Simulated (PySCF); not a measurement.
# Electronic absorption of CH10NPSi3

CH₁₀NPSi₃.
Geometry (GFN2-xTB, Å), atoms numbered from 1 in this order:
```
atom  x, y, z in Å
Si1    3.328    0.306    0.327
C2     1.460    0.394    0.340
P3     0.493   -0.956    0.121
N4    -1.122   -0.402    0.120
Si5   -2.256   -1.729    0.340
Si6   -1.597    1.263   -0.107
H7     3.764   -1.089    0.370
H8     3.857    1.035    1.487
H9     3.860    0.947   -0.885
H10    1.010    1.370    0.469
H11   -3.583   -1.134    0.439
H12   -1.885   -2.421    1.576
H13   -2.139   -2.616   -0.817
H14   -1.398    1.997    1.145
H15   -0.792    1.812   -1.197
H16   -3.008    1.232   -0.472
```

Method used: PySCF 2.14.0, density-fitted response routines, TDDFT CAM-B3LYP/def2-SVPD, vertical, gas phase, core orbitals frozen in the response. GFN2-xTB frequencies show an imaginary mode (35i cm⁻¹), so this geometry is no minimum at that level.

| state | E (eV) | E (hartree) | f | main configurations (H = HOMO, L = LUMO) |
| --- | --- | --- | --- | --- |
| S1 | 4.69 | 0.1723 | 0.196 | H→L (87%), H-1→L (10%) |
| S2 | 5.19 | 0.1906 | 0.066 | H-1→L (85%), H→L (9%) |
| S3 | 5.75 | 0.2112 | 0.0064 | H→L+1 (86%) |
| S4 | 6.23 | 0.2289 | 0.025 | H→L+2 (73%), H→L+3 (12%) |
| S5 | 6.37 | 0.2341 | 0.017 | H-2→L (46%), H-3→L (45%) |
| S6 | 6.62 | 0.2434 | 0.012 | H→L+6 (33%), H→L+4 (18%), H→L+3 (18%) |
| S7 | 6.72 | 0.2470 | 0.027 | H-2→L (45%), H-3→L (38%) |
| S8 | 7.10 | 0.2611 | 0.058 | H-1→L+1 (76%) |

Triplets (Tamm–Dancoff): T1 2.80 eV, H→L (91%); T2 3.97 eV, H-1→L (94%); T3 5.48 eV, H→L+1 (78%).

The lowest singlet lies at 4.69 eV (264 nm, ultraviolet) and is strong; its leading configuration is HOMO→LUMO (87%). The lowest level is also the most intense of those listed (f = 0.196). Löwdin shares by element: HOMO carbon 35%, nitrogen 22%, phosphorus 19%, silicon 7% or more (atoms not listed hold the other 17%); LUMO phosphorus 43%, carbon 28%, nitrogen 10%, silicon 5% or more. Of the 8 states listed, 7 reach f = 0.01 and none stays under 0.0005. Weighted by f, the mean energy of these states is 5.48 eV. The listed states span 2.42 eV, and the widest gap between neighbours is 0.56 eV (S2 to S3). Singlets were solved by full linear response, triplets in the Tamm–Dancoff approximation.

One conformer stands for the species.
